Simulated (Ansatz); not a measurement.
`C[CH2][Ga]([OH])[F]`, charge 0, multiplicity 1.

(1) Give a relaxed structure at PBE0-D4/def2-TZVP (Ansatz). (Best estimate.)

Answers

(1) The calculation gave: 
Z-matrix (Å, degrees):
```
C
C 1 1.524
H 1 1.093 2 111.9
H 1 1.093 2 111.2 3 119.7
H 1 1.093 2 111.9 3 -120.5
Ga 2 1.956 1 114.8 3 60.2
H 2 1.094 1 111.3 3 -178.6
H 2 1.094 1 111.3 3 -61.0
F 6 1.754 2 120.7 1 180.0
O 6 1.780 2 129.4 1 -0.0
H 10 0.959 6 114.2 2 0.0
```
Point group Cs.
This is one stationary point; other conformers may exist.
